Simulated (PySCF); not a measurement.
C5H6NO2 (doublet state).
Z-matrix (Å and degrees, GFN2-xTB geometry), rows numbered from 1:
```
C 
C   1  1.3296
O   2  1.3482  1  121.11
C   3  1.3261  2  120.40  1  -179.34
C   4  1.3874  3  121.43  2  -178.94
N   5  1.3021  4  122.45  3    -1.71
C   6  1.3433  5  126.55  4   167.96
O   7  1.2103  6  126.73  5   -43.42
H   1  1.0728  2  120.92  3  -179.88
H   1  1.0749  2  120.79  3    -0.06
H   2  1.0868  1  122.65  3   180.00
H   4  1.0857  3  118.18  2     0.65
H   5  1.0923  4  116.28  3  -178.77
H   7  1.1084  6  110.73  5   143.83
```

The hyperfine couplings belong to this conformer and change with its torsions.

As a line formula: `C=CO/C=C\[N]C=O` [radical].

Computed with UKS B3LYP, pcH-1 on C H N O, non-relativistic, mean-field spin-orbit, GIAO (PySCF). Isolated species at its GFN2-xTB geometry (one conformer only). Couplings are sensitive to structure, and on GFN2-xTB geometries they can be far from those on DFT ones. The frame is twisted about the N6–C7 bond at this geometry (dihedral C5–N6–C7–O8 = -43°); couplings at other torsion angles weren't computed. The SCF solution wasn't tested for stability.

The isotropic 13C couplings are +40.9, -32.7, -13.8, -9.5, +7.6 MHz. Assign them to C1; C2; C4; C5; C7.

| site | a_iso (MHz) | ρ(0) (bohr⁻³) | position | distance from C4 (Å) | spin population | largest \|T\| (MHz) |
| --- | --- | --- | --- | --- | --- | --- |
| C1 | +7.6 | +0.0067 | 3 bonds from C4 | 3.54 | +0.10 | 15.1 |
| C2 | -9.5 | -0.0085 | 2 bonds from C4 | 2.32 | -0.05 | 8.0 |
| C4 | +40.9 | +0.0364 | largest spin population | 0.00 | +0.52 | 86.7 |
| C5 | -32.7 | -0.0291 | 1 bond from N6 | 1.39 | -0.10 | 12.7 |
| C7 | -13.8 | -0.0123 | 1 bond from N6 | 3.62 | -0.03 | 6.4 |

The isotropic 17O couplings are -16.2, -7.4 MHz. Assign them to O3; O8.

| site | a_iso (MHz) | ρ(0) (bohr⁻³) | position | distance from C4 (Å) | spin population | largest \|T\| (MHz) |
| --- | --- | --- | --- | --- | --- | --- |
| O3 | -16.2 | +0.0267 | 1 bond from C4 | 1.33 | +0.10 | 50.0 |
| O8 | -7.4 | +0.0121 | 2 bonds from N6 | 4.23 | +0.08 | 28.5 |

ρ(0) is the spin density at the nucleus and T the dipolar tensor. The Mulliken spin populations are largest on C4 (+0.52), N6 (+0.40), O3 (+0.10) and C1 (+0.10). The positive populations add up to 1.22 and the negative ones to -0.22, together 2S = 1. The angles at C4 add up to 360.0°, so it is planar. Main spin sites, with 60 % or more of the largest population: C4, N6; positions count bonds from the nearest.

β density exceeds α density at some nuclei, such as C5 (-0.0291), C7 (-0.0123) and C2 (-0.0085), spin density in bohr⁻³. In a single determinant that takes different orbitals for the two spins, that is spin polarisation.

N6, the radical centre as drawn in `C=CO/C=C\[N]C=O`, holds a spin population of +0.40 out of 1.

The run took 73 s (grids of density and orbitals included) on one thread of an Intel Xeon at 2.70 GHz, shared host, and the process peaked at 0.92 GiB of memory.
